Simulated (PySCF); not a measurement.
These 3 structures share the formula C7H8N2. Method: PBE0-D3(BJ)/def2-SVP geometry optimisation, gas phase in PySCF 2.14.0. One conformer each; no zero-point energy, no entropy. No frequencies were run at this level. Point groups hold within 0.08 Å.

Question: Rank from lowest to highest electronic energy at this level (kJ/mol).
A. `[CH3:1]/[N:2]=[CH:3]\[c:4]1[cH:5][cH:6][n:7][cH:8][cH:9]1` with N2–C3–C4–C5 -42°
B. `[H]/[N:1]=[CH:2]/[c:3]1[cH:4][cH:5][c:6]([NH2:7])[cH:8][cH:9]1` with N1–C2–C3–C4 0°
C. `[CH3:1][CH2:2][CH2:3]/[C:4]([C:5]#[N:6])=[CH:7]\[C:8]#[N:9]` with C1–C2–C3–C4 -179°, C2–C3–C4–C5 66°

Answer: B (0.0), A (83.0), C (152.7).

As drawn, the lowest has an aromatic ring, a C=N bond and an N–H bond, which the highest lacks; the highest has a C≡N group and a C=C bond outside aromatic rings, which the lowest lacks.

```json
{"SMILES": "[H]/N=C/c1ccc(N)cc1", "E (Eh)": "-380.35160", "E rel (kJ/mol)": "0.0", "dipole (D)": "3.23", "point group": "near Cs", "A, B, C (MHz)": "5047, 1000, 835.2"}
{"SMILES": "C/N=C\\c1ccncc1", "E (Eh)": "-380.31998", "E rel (kJ/mol)": "83.0", "dipole (D)": "0.57", "point group": "C1", "A, B, C (MHz)": "4006, 1105, 919.9"}
{"SMILES": "CCC/C(C#N)=C\\C#N", "E (Eh)": "-380.29342", "E rel (kJ/mol)": "152.7", "dipole (D)": "1.42", "point group": "C1", "A, B, C (MHz)": "1618, 1279, 744.7"}
```
